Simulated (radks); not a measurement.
Species: Ru II. Configuration: [Kr] 4d7.

Calculated with a radial shooting solver on a logarithmic mesh with Libxc functionals: Dirac Kohn-Sham, BLYP, spin-unpolarised, spherical densities, point nucleus; open shells fill j = l - 1/2 first.

Energy parts (eV):
total: -123317.611
kinetic: 128335.265
electron-nucleus: -297995.218
Hartree: 49989.952
exchange-correlation: -3647.610

Orbitals (lengths in bohr, moments of r in powers of bohr):
\begin{tabular}{lrrr}
orbital & occ. & eigenvalue (eV) & <r^4> \\ \hline
1s1/2 & 2 & -21937.43 & 5.907e-06 \\
2s1/2 & 2 & -3159.586 & 0.001074 \\
2p1/2 & 2 & -2920.361 & 0.0007076 \\
2p3/2 & 4 & -2789.359 & 0.0008012 \\
3s1/2 & 2 & -562.0974 & 0.05322 \\
3p1/2 & 2 & -469.3068 & 0.05405 \\
3p3/2 & 4 & -447.0844 & 0.05984 \\
3d3/2 & 4 & -282.7432 & 0.05858 \\
3d5/2 & 6 & -278.4134 & 0.06053 \\
4s1/2 & 2 & -83.6258 & 2.104 \\
4p1/2 & 2 & -56.0252 & 3.166 \\
4p3/2 & 4 & -52.6293 & 3.554 \\
4d3/2 & 4 & -12.6419 & 23.11 \\
4d5/2 & 3 & -12.3108 & 24.57 \\
\end{tabular}

The highest occupied level is 4d5/2 at -12.311 eV. Summed over all electrons, <r^2> = 37.98 bohr^2, which gives a Langevin (diamagnetic) susceptibility term of -30.1 x 10^-6 cm^3/mol. The density falls to 0.001 e/bohr^3 at r = 3.85 bohr.
